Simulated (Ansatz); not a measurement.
Isolated molecules relaxed with PBE0-D4/def2-TZVP in Ansatz; ΔE leaves out vibrations. CBS: MP2 limit from def2 TZ/QZ plus the TZ coupled-cluster correction, frozen cores. This one scheme is used for every species. Functionals use def2-TZVPP. B3LYP here is the variant with VWN-RPA as its local correlation; programs differ in this.

Consider the cleavage of the Al–Si bond: `[SiH3][Al]1[CH2]C[O]1` + HCl → `[Cl][Al]1[CH2]C[O]1` + SiH₄.

```
             level  ΔE (kJ/mol)  difference from CCSD(T)/CBS
         r2SCAN-D4       -159.9                         -1.2
          B3LYP-D4       -159.1                         -0.4
           ωB97X-V       -158.8                         -0.1
            B2PLYP       -164.5                         -5.8
               PBE       -142.3                         16.4
            r2SCAN       -160.3                         -1.6
              PBE0       -149.0                          9.7
     HF/def2-TZVPP       -178.8                        -20.1
SCS-MP2/def2-TZVPP       -168.4                         -9.7
CCSD(T)/def2-TZVPP       -157.6                          1.1
     HF/def2-QZVPP       -178.4                        -19.7
    MP2/def2-QZVPP       -169.4                        -10.7
SCS-MP2/def2-QZVPP       -169.1                        -10.4
      HF/CBS(def2)       -178.4                        -19.7
     MP2/CBS(def2)       -170.0                        -11.3
    CCSD/CBS(def2)       -160.5                         -1.8
       CCSD(T)/CBS       -158.7                            0
```

Largest T1 diagnostic among the species: 0.014.

From PBE to PBE0 (25 % exact exchange), in def2-TZVPP and without D4, ΔE moves by −6.8 kJ/mol. In def2-TZVPP, CCSD(T) changes the Hartree–Fock value by +21.2 kJ/mol (the triples alone add +1.8 kJ/mol) and MP2 by +9.9 kJ/mol.
